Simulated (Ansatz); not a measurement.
Basis sets compared for `FC(F)(F)c1cc2sc(-c3cc4sc(-c5cc6sc(C(F)(F)F)cc6s5)cc4s3)cc2s1`. Charge 0, multiplicity 1. Geometry PBE-D4/def2-SVP. Ansatz on 2 threads of AMD EPYC 7R13 on a shared host and a share (18 GiB) of an NVIDIA H100 80GB HBM3; times are rough, and most runs start from earlier orbitals.

Cartesian coordinates in Å:
```
F 2.266 5.652 8.490
C 2.199 4.302 8.598
F 3.396 3.894 9.090
F 1.251 4.012 9.518
C 1.882 3.646 7.290
C 0.724 2.955 6.975
C 0.764 2.490 5.635
S -0.308 1.574 4.613
C 0.839 1.653 3.268
C 0.513 1.020 2.014
C -0.644 0.316 1.674
C -0.593 -0.163 0.345
S -1.665 -1.082 -0.673
C -0.512 -1.019 -2.015
C -0.839 -1.652 -3.269
C -1.993 -2.359 -3.607
C -1.945 -2.829 -4.943
S -3.025 -3.737 -5.961
C -1.882 -3.647 -7.290
C -2.200 -4.303 -8.598
F -1.250 -4.015 -9.517
F -2.270 -5.653 -8.489
F -3.395 -3.893 -9.090
C -0.724 -2.955 -6.975
C -0.764 -2.490 -5.635
S 0.307 -1.573 -4.614
C 0.645 -0.315 -1.675
C 0.594 0.164 -0.346
S 1.665 1.083 0.673
C 1.994 2.360 3.607
C 1.945 2.829 4.943
S 3.025 3.736 5.962
H -0.094 2.802 7.689
H -1.480 0.165 2.370
H -2.825 -2.519 -2.908
H 0.094 -2.803 -7.689
H 1.481 -0.164 -2.371
H 2.826 2.519 2.909
```

Single mean-field runs in def2-SVP, def2-TZVP are fitted with def2-universal-jkfit.

Binding counts from free atoms (F doublet, C triplet, S triplet, H doublet) in the same basis, without a counterpoise term.

```
           level  functions  energy (Eh)  HOMO (eV)  LUMO (eV)  binding per atom (eV)  wall time
 PBE-D4/def2-SVP        502   -3749.8110      -5.01      -3.16                   5.55      4.7 s
PBE0-D4/def2-SVP        502   -3750.0130      -5.86      -2.72                   5.35        7 s
```

**Question.** Estimate the rows for PBE-D4/def2-TZVP, PBE0-D4/def2-TZVP (with forces).

**Answer.** 
```tsv
level	functions	energy (Eh)	HOMO (eV)	LUMO (eV)	binding per atom (eV)	wall time
PBE-D4/def2-TZVP	1064	-3752.1840	-5.06	-3.25	5.46	7 s
PBE0-D4/def2-TZVP (with forces)	1064	-3752.3775	-5.82	-2.73	5.27	16 s
```
